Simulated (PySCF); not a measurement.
C₂H₆Bi (SMILES [CH3][Bi][CH3]), doublet, at a GFN2-xTB geometry (such geometries of metal compounds can be far from the true shape) (the spin is typed, not shown lowest) (core potentials on Bi).

The PySCF input:
```python
from pyscf import gto, scf, dft

mol = gto.M(
    atom='''
Bi    0.189510   -0.011201    0.228492
C     0.439302    0.241447   -2.022926
H     1.093793   -0.525586   -2.418202
H     0.862110    1.212368   -2.249777
H    -0.529834    0.158329   -2.493929
C    -2.077109   -0.144456    0.048021
H    -2.343627   -0.980729   -0.585283
H    -2.462307    0.765503   -0.393506
H    -2.522650   -0.282160    1.025269
''',
    basis='def2-svpd',
    ecp={'Bi': 'def2-svpd'},
    charge=0,
    spin=1,
    verbose=4,
)

mf = dft.UKS(mol)
mf.xc = 'b3lyp'
mf.kernel()
```

Predict the nuclear repulsion energy from B3LYP/def2-SVPD (PySCF).

121.5683 Eh

Give the dipole moment at the level B3LYP/def2-SVPD.

0.03 D

Give the HOMO energy at the level B3LYP/def2-SVPD.

-5.08 eV

Estimate the Mulliken (on the basis functions themselves) charges in atom order that B3LYP/def2-SVPD returns for this input.

Bi1 0.42, C2 0.23, H3 -0.13, H4 -0.14, H5 -0.15, C6 0.27, H7 -0.13, H8 -0.13, H9 -0.23

Give the number of basis functions at the level B3LYP/def2-SVPD.

120

These values belong to the state on which the SCF converged, which isn't shown to be the lowest.
